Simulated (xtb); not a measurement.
C$_{6}$H$_{15}$Sb, quintet, at a GFN2-xTB geometry of the parent state (a higher spin typed on purpose: for a closed-shell molecule this is an excited state); GFN0-xTB in xtb 6.7.1.

xtb was given this input:
```
$ xtb mol.xyz --gfn 0 --chrg 0 --uhf 4 --json

# file mol.xyz
22

Sb     0.10725866    -0.11992586     0.76648752
C      1.54951980     1.07996593    -0.40079395
C      1.00271374     1.77588551    -1.62910883
H      2.35757154     0.40144392    -0.67203637
H      1.95854869     1.81702031     0.28963567
H      0.20323341     2.46435250    -1.36330783
H      0.61710146     1.06069098    -2.35216813
H      1.79135588     2.35067076    -2.11630374
C     -1.70727896     0.29572666    -0.39706196
C     -2.46373290     1.49753350     0.13356073
H     -2.32837749    -0.59713445    -0.33110177
H     -1.43650173     0.44852646    -1.43899622
H     -1.84866152     2.39467661     0.09127606
H     -2.76177569     1.34168515     1.16895600
H     -3.36318921     1.67643585    -0.45586106
C      0.53808374    -2.02815977    -0.24125513
C      0.50131655    -1.98731332    -1.75422246
H     -0.18763673    -2.74775464     0.13627530
H      1.52224383    -2.34231202     0.10512045
H      1.23479501    -1.28420270    -2.14251806
H     -0.48445736    -1.69856902    -2.11212692
H      0.73182667    -2.97114164    -2.16441740
```

Q: Write the output that xtb gives for this input, abridged.

A: 
```
   ID    Z sym.   atoms
    1   51 Sb     1
    2    6 C      2, 3, 9, 10, 16, 17
    3    1 H      4-8, 11-15, 18-22

           -------------------------------------------------
          |                Calculation Setup                |
           -------------------------------------------------

           -------------------------------------------------
          |                 G F N 0 - x T B                 |
           -------------------------------------------------

          ...................................................
          :                      SETUP                      :
          :.................................................:
          :  # basis functions                  64          :
          :  # atomic orbitals                  63          :
          :  # shells                           45          :
          :  # electrons                        44          :
          :  electronic temp.          300.0000000     K    :
          :  accuracy                    1.0000000          :
          :  -> integral cutoff          0.2500000E+02      :
          :  -> integral neglect         0.1000000E-07      :
          ...................................................

         :::::::::::::::::::::::::::::::::::::::::::::::::::::
         ::                     SUMMARY                     ::
         :::::::::::::::::::::::::::::::::::::::::::::::::::::
         :: total energy             -23.233928364748 Eh    ::
         :: gradient norm              0.161372869145 Eh/a0 ::
         :: HOMO-LUMO gap              1.476672512836 eV    ::
         ::.................................................::
         :: H0 energy                -23.532758443340 Eh    ::
         :: repulsion energy           0.341466764793 Eh    ::
         :: electrostat energy        -0.034767072828 Eh    ::
         :: -> Gsolv                   0.000000000000 Eh    ::
         ::    -> Gsasa                0.000000000000 Eh    ::
         ::    -> Gshift               0.000000000000 Eh    ::
         :: dispersion energy         -0.007869613373 Eh    ::
         :: short-range corr.          0.000000000000 Eh    ::
         :: add. restraining           0.000000000000 Eh    ::
         :: total charge              -0.000000000000 e     ::
         :::::::::::::::::::::::::::::::::::::::::::::::::::::

           -------------------------------------------------
          |                Property Printout                |
[...]

 Mol. C6AA /au·bohr⁶  :       5270.175112
 Mol. C8AA /au·bohr⁸  :     202843.858519
 Mol. α(0) /au        :        116.549538

Wiberg/Mayer (AO) data.
largest (>0.10) Wiberg bond orders for each atom

 ---------------------------------------------------------------------------
     #   Z sym  total        # sym  WBO       # sym  WBO       # sym  WBO
 ---------------------------------------------------------------------------
     1  51 Sb   2.130 --     2 C    0.562     9 C    0.532    16 C    0.496
     2   6 C    3.647 --     3 C    1.028     5 H    0.963     4 H    0.958
                             1 Sb   0.562
     3   6 C    3.966 --     2 C    1.028     7 H    0.975     6 H    0.973
                             8 H    0.947
     4   1 H    1.024 --     2 C    0.958
     5   1 H    1.049 --     2 C    0.963
     6   1 H    0.993 --     3 C    0.973
     7   1 H    0.984 --     3 C    0.975
     8   1 H    0.969 --     3 C    0.947
     9   6 C    3.626 --    10 C    1.041    11 H    0.965    12 H    0.958
                             1 Sb   0.532
    10   6 C    3.960 --     9 C    1.041    14 H    0.970    13 H    0.968
                            15 H    0.943
    11   1 H    1.036 --     9 C    0.965
    12   1 H    0.978 --     9 C    0.958
    13   1 H    1.017 --    10 C    0.968
    14   1 H    1.007 --    10 C    0.970
    15   1 H    0.968 --    10 C    0.943
    16   6 C    3.568 --    17 C    1.044    18 H    0.962    19 H    0.960
                             1 Sb   0.496
    17   6 C    3.966 --    16 C    1.044    21 H    0.974    20 H    0.974
                            22 H    0.935
    18   1 H    1.045 --    16 C    0.962
    19   1 H    1.040 --    16 C    0.960
    20   1 H    0.980 --    17 C    0.974
    21   1 H    0.981 --    17 C    0.974
    22   1 H    0.967 --    17 C    0.935
 ---------------------------------------------------------------------------

Topologies differ in total number of bonds
Writing topology from bond orders to xtbtopo.mol

 dipole moment from electron density (au)
     X       Y       Z
  -0.2054  -0.4018  -1.6520  total (Debye):    4.353

           -------------------------------------------------
          | TOTAL ENERGY              -23.233928364748 Eh   |
          | GRADIENT NORM               0.161372869145 Eh/α |
          | HOMO-LUMO GAP               1.476672512836 eV   |
           -------------------------------------------------

normal termination of xtb
```
